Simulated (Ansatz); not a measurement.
Geometry optimisation, RKS PBE/def2-SVP (Ansatz 0.2.0).

Input:

```yaml
crystal:
  periodic: [false, false, false]
  atoms:
    - { symbol: W, position_ang: [0.0, 0.0, 0.0] }
    - { symbol: O, position_ang: [0.9539, 0.0, 1.9156] }
    - { symbol: H, position_ang: [0.0444, -0.2814, 2.2528] }
    - { symbol: H, position_ang: [1.7505, 0.0, 0.7888] }
    - { symbol: H, position_ang: [0.0, 1.72, 0.0] }
    - { symbol: H, position_ang: [-1.72, 0.0, 0.0] }
    - { symbol: Cl, position_ang: [0.0, -2.39, 0.0] }
    - { symbol: H, position_ang: [0.0, 0.0, -1.72] }
basis:
  gaussian: { orbitals: def2-SVP }
hamiltonian:
  xc: pbe
relax:
  f_tol: 0.15
  max_steps: 25
  restrain:
    - { distance: [1, 3], at: 1.01, k: 30.0 }
    - { distance: [0, 1], at: 3.14, k: 30.0 }
    - { distance: [0, 3], at: 2.92, k: 30.0 }
```

Run as:

```bash
$ ansatz run input.yaml --threads 1 --pin off --max-ram 2048MiB --backend cpu --events-out ev --progress --plain --runs-dir out
```

Task: Where does it end, and by what steps?

Result: The forces met the threshold. The restraints hold the end off the free minimum. After 21 steps the energy has fallen by 2.987 eV (the restraints' own energy left out); H5 moved furthest, 1.28 Å. Parted: W1–O2 (2.14 → 3.12 Å), W1–H4 (1.92 → 2.92 Å). Joined: O2–H4 (1.38 → 0.99 Å).

```
step  energy less start (eV)  largest force component (eV/Å)  accepted
   0                  0.0000                           4.656       yes
   1                  0.5323                           4.322       yes
   2                  0.9045                           4.458       yes
   3                 -0.0442                           4.643       yes
   4                 -1.3577                           5.680       yes
   5                 -2.0423                           2.813       yes
   6                 -2.3578                           1.574       yes
   7                 -2.5282                           0.897       yes
   8                 -2.6892                           0.914       yes
   9                 -2.7720                           0.934       yes
  10                 -2.8093                           1.483       yes
  11                 -2.8783                           0.675       yes
  12                 -2.9108                           0.918       yes
  13                 -2.9254                           1.110       yes
  14                 -2.9435                           0.805       yes
  15                 -2.9617                           0.817       yes
  16                 -2.9697                           0.837       yes
  17                 -2.9752                           0.921       yes
  18                 -2.9797                           0.886       yes
  19                 -2.9802                           0.841       yes
  20                 -2.9855                           0.890       yes
  21                 -2.9873                           0.953       yes
```

```xyz
8
Properties=species:S:1:pos:R:3
W -0.279 -0.313 -0.480
O 0.581 0.492 2.410
H 0.661 -0.395 2.813
H 1.361 0.521 1.794
H 0.894 0.933 -0.471
H -1.730 -0.094 0.397
Cl 0.215 -2.360 -1.209
H -0.675 0.264 -2.015
```

Time of the run: 88 s on 1 thread of Arm Neoverse V1, on a shared host, peak memory 0.16 GiB.
